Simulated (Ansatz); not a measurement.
Gas-phase electronic energies from Ansatz, PBE0-D4/def2-TZVP geometries. CCSD(T)/CBS is the MP2 limit (def2-TZVPP, def2-QZVPP) plus CCSD(T) − MP2 in def2-TZVPP, frozen cores. This one scheme is used for every species. DFT in def2-TZVPP. B3LYP here is the variant with VWN-RPA as its local correlation; programs differ in this. HSE06 is defined as in plane-wave codes. Elements past krypton have def2 core potentials. For Br, Sn outer-core shells are correlated without core-valence functions, which leaves a few kJ/mol of doubt a bond. Scalar relativity is left out up to krypton.

Reaction (ligand exchange at the Sn–F bond): `[F][Sn]([F])([F])[Br]` + HBr → `[F][Sn]([F])([Br])[Br]` + H–F

`[F][Sn]([F])([F])[Br]`:

Cartesian coordinates in Å:
```
F -1.037 1.117 -1.142
Sn -0.022 -0.026 -0.041
F -1.186 -1.392 0.531
F 1.259 -0.844 -1.153
Br 0.986 1.145 1.804
```

HBr:

Z-matrix (Å, degrees):
```
Br
H 1 1.420
```

`[F][Sn]([F])([Br])[Br]`:

```xyz
5

F     1.901   -0.052    0.294
Sn    0.027   -0.007    0.046
F    -0.683   -0.272    1.779
Br   -0.615    2.188   -0.747
Br   -0.630   -1.856   -1.372
```

H–F:

Z-matrix (Å, degrees):
```
F
H 1 0.920
```

```
           level  ΔE (kJ/mol)  difference from CCSD(T)/CBS
     LDA (SPW92)        -56.0                          3.6
         PBE0-D4        -61.3                         -1.7
        HSE06-D4        -61.8                         -2.2
         ωB97X-V        -48.4                         11.2
            BLYP        -41.0                         18.6
           B3LYP        -47.8                         11.8
CCSD(T)/def2-SVP        -46.0                         13.6
  MP2/def2-TZVPP        -60.9                         -1.3
   MP2/CBS(def2)        -67.2                         -7.6
  CCSD/CBS(def2)        -59.5                          0.1
     CCSD(T)/CBS        -59.6                            0
```

What do rigid-rotor, harmonic-oscillator terms from PBE0-D4/def2-TZVP frequencies (298.15 K, 1 bar) make of the CCSD(T)/CBS value? (Best estimate.)

Computed: ΔZPE = +5.7 kJ/mol, ΔH = -52.5 kJ/mol, ΔS = 1 J/(mol·K), ΔG = -52.8 kJ/mol.

Largest T1 diagnostic among the species: 0.013.

From PBE to PBE0 (25 % exact exchange), in def2-TZVPP and without D4, ΔE moves by −7.1 kJ/mol. The D4 term adds −7.0 kJ/mol with B3LYP and −3.8 kJ/mol with PBE0; it sums over pairs of atoms, weighted by their polarisabilities, and B3LYP, whose exchange is more repulsive, gets the larger term.
